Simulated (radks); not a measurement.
The numbers below are computed, except where a source is named.
Coulomb parameter of the 3d shell of the iron ion Fe2+ in the model configuration [Ar] 3d5 4p1, as a second difference U = [E(n + 0.5) + E(n - 0.5) - 2 E(n)] / (0.5)^2 with all orbitals relaxed. "Bare": the charge of the atom changes with n. "Screened": the 4p shell takes up the change at fixed total charge, which measures U(3d,3d) + U(4p,4p) - 2 U(3d,4p). Level of theory: scalar-relativistic Kohn-Sham, PBE, spin-unpolarised, spherical densities, finite nucleus; Fermi nuclear charge, rms radius 3.7377 fm (a radial shooting solver on a logarithmic mesh with Libxc functionals).

[
 {"case": "start", "configuration": "[Ar] 3d5 4p1", "E - E(n) (eV)": "0.000"},
 {"case": "bare +0.5", "configuration": "[Ar] 3d5.5 4p1", "E - E(n) (eV)": "-14.453"},
 {"case": "bare -0.5", "configuration": "[Ar] 3d4.5 4p1", "E - E(n) (eV)": "18.776"},
 {"case": "screened +0.5", "configuration": "[Ar] 3d5.5 4p0.5", "E - E(n) (eV)": "-7.544"},
 {"case": "screened -0.5", "configuration": "[Ar] 3d4.5 4p1.5", "E - E(n) (eV)": "8.913"}
]

U(bare) = 17.290 eV, U(screened by 4p) = 5.479 eV, against the Slater integral F0(3d,3d) = 25.045 eV with frozen orbitals.
